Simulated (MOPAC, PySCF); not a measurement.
C$_{3}$H$_{9}$B, SMILES `CB(C)C`, neutral singlet in the gas phase. 

Cartesian coordinates (Å):
```xyz
13

C      1.4695    -0.5303     0.3066
B     -0.0017    -0.0001     0.1560
C     -0.2895     1.5428     0.2311
C     -1.1829    -1.0131    -0.0583
H      1.5441    -1.0544     1.2693
H      1.7037    -1.2895    -0.4468
H      2.2456     0.2370     0.2888
H     -1.3339     1.8295     0.0958
H      0.0439     1.9254     1.2042
H      0.3183     2.0815    -0.5049
H     -2.0325    -0.7862     0.5939
H     -1.5651    -0.8765    -1.0793
H     -0.9194    -2.0662     0.0555
```
Charge 0, multiplicity 1.

All levels are single points at this geometry (B3LYP-D3(BJ)/def2-TZVP); Pople sets use spherical d functions. Orbital energies aren't observables, and empty levels follow the basis.

```tsv
level	HOMO (eV)	LUMO (eV)	gap (eV)	dipole (D)	vertical IE, Delta-SCF (eV)
ωB97X-D3(BJ)/def2-TZVP in PySCF	-11.02	2.07	13.09	0.01	10.91
B3LYP/6-31G* in PySCF	-8.01	-0.01	8.01	0.02	10.46
BP86/6-31G* in PySCF	-6.90	-0.90	5.99	0.02	–
HF/3-21G in PySCF	-11.81	4.01	15.82	0.02	–
HF/STO-3G in PySCF	-10.70	7.48	18.17	0.02	–
PM7 in MOPAC	-10.81	-0.10	10.71	0.05	–
```
